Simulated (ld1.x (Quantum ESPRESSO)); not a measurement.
## Au, PAW: configuration errors across variants

| Quantity | Value |
| --- | --- |
| Element | gold |
| Generator | ld1.x (Quantum ESPRESSO) 7.5 |
| Type | PAW |
| Functional | PBE |
| Relativity | non-relativistic |
| Frozen core | [Kr] 4d10 4f14 5s2 |
| Valence charge | 17 |
| Reference configuration | 5p6 5d9 6s0 6p0 (charge +2) |
| Partial waves | 6s (bound, empty): rcut 2.40, rcutus 2.55 bohr; 6s channel at 2.1 Ry: rcut 2.40, rcutus 2.55 bohr; 5p (bound): rcut 1.70, rcutus 2.30 bohr; 6p (bound, empty): rcut 1.70, rcutus 2.30 bohr; 5d (bound): rcut 1.35, rcutus 1.55 bohr; 5d channel at -1.35 Ry: rcut 1.35, rcutus 1.55 bohr |
| Local potential | all-electron potential smoothed inside 1.65 bohr (lloc = -1) |
| Core correction | Bessel-smoothed model core inside 0.95 bohr |
| Augmentation charge | GAUSS, radius 1.30 bohr |

All-electron excitation energies from the reference (eV): (1) 5p6 5d10 6s1 6p0 -29.141; (2) 5p6 5d10 6s0 6p0 -21.857; (3) 5p6 5d8 6s0 6p0 34.788; (4) 5p6 5d7 6s0 6p0 83.640; (5) 5p6 5d10 6s0 6p1 -25.690; (6) 5p6 5d10 6s0.5 6p0 -26.312; (7) 5p6 5d9 6s1 6p1 -20.257.

The overlap operator is not positive definite (basis up to 400 Ry) in “waves 6s (bound): rcut 2.40, rcutus 3.42 bohr; 6s channel at 2.1 Ry: rcut 2.40, rcutus 3.42 bohr”. Such files are unfit for use, however small their errors in these radial tests.

A true bound ghost makes a file unfit for plane-wave use even where its test errors are small: the radial tests pick states by their node count and pass the ghost by.

Errors AE − PS in meV (a dash: test not solved or not reliable):

| change | (1) | (2) | (3) | (4) | (5) | (6) | (7) | bound ghosts |
| --- | --- | --- | --- | --- | --- | --- | --- | --- |
| base | +17 | -6.8 | -16 | -87 | -3.0 | +2.8 | +27 | s |
| core correction Bessel-smoothed model core inside 1.76 bohr | +15 | -6.9 | -16 | -88 | -3.2 | +2.1 | +26 | s |
| local potential all-electron potential smoothed inside 1.85 bohr (lloc = -1) | -0.3 | -7.2 | -17 | -92 | -2.7 | -4.1 | +5.3 | s |
| waves 5p (bound): rcut 1.70, rcutus 3.06 bohr; 6p (bound): rcut 1.70, rcutus 3.06 bohr | +27 | -15 | -33 | – | – | – | – | s |
| augmentation PSQ, radius 0.95 bohr | -3.7 | -6.9 | -15 | -83 | -3.4 | -5.5 | +1.2 | s |
| waves 5d (bound): rcut 1.34, rcutus 1.42 bohr; 5d channel at -1.35 Ry: rcut 1.34, rcutus 1.42 bohr | +27 | -6.4 | -15 | -83 | -2.5 | +7.2 | +41 | s |
| waves 6s (bound): rcut 2.40, rcutus 3.42 bohr; 6s channel at 2.1 Ry: rcut 2.40, rcutus 3.42 bohr | +397 | -6.7 | -16 | -87 | -3.0 | +119 | +622 | not determined (overlap not positive) |
| local potential all-electron potential smoothed inside 2.14 bohr (lloc = -1) | +6.5 | -7.5 | -18 | – | – | – | – | s |

Q: Give the same row for: wave 6s channel at 2.1 Ry: rcut 2.40, rcutus 2.55 bohr becomes 6s channel at -1.08 Ry: rcut 2.40, rcutus 2.55 bohr.

A: +14, -6.8, -16, -87, -3.0, +1.9, +26; bound ghosts: s.
